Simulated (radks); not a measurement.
Numerical settings for the thulium ion Tm3+, [Xe] 4f12. All-electron calculation, scalar-relativistic Kohn-Sham, BLYP, spin-polarised, spherical densities, finite nucleus; open shells are filled with parallel spins first (spin-orbit coupling, left out, can overturn this in heavy ions); Fermi nuclear charge, rms radius 5.2256 fm. Program: a radial shooting solver on a logarithmic mesh with Libxc functionals. The defaults (mesh step 0.008 in ln r, mesh end at 40 bohr or more with all orbitals vanishing there, Anderson mixing 0.5 over 9 steps, residual threshold near 1e-9 with the energy settled to 1e-9 hartree or 1e-11 of itself, here a cap of 66 iterations) give E = -13565.2598 hartree and 4f at -34.711 eV in 17 iterations. Run on one thread of a shared host, so times are rough (Arm Neoverse V2): 0.26 s of CPU time, 0.26 s wall, 17 iterations on 2213 mesh points. Changes against that run (0 stands for a change within the tolerance of the run):

setting,iterations,converged,E (mhartree),e(4f) (meV),CPU (s)
mesh step in ln r 0.02,16,yes,+0.000481,0,0.11
mesh step in ln r 0.12,4,no,diverged,-,0.01
mesh step in ln r 0.08,2,no,diverged,-,0.01
mesh end (bohr) 8,17,yes,0,+0.0086,0.25
mesh end (bohr) 5,17,yes,+0.583,+26.2,0.26
residual threshold 0.01,11,yes,0,+1.74,0.2
residual threshold 1e-13,66,no,0,0,0.49
mixing 1.5,17,yes,0,0,0.26
"linear mixing, mixing 0.05",66,no,-7.39,-744,1
"linear mixing, mixing 0.5",43,yes,0,0,0.57
mixing history 20,23,yes,0,0,0.32
iteration cap 2,2,no,+4.21e+03,-6.15e+04,0.05

No run marked as converged misses the energy by more than 1 mhartree. A mesh that ends early acts as a hard wall.
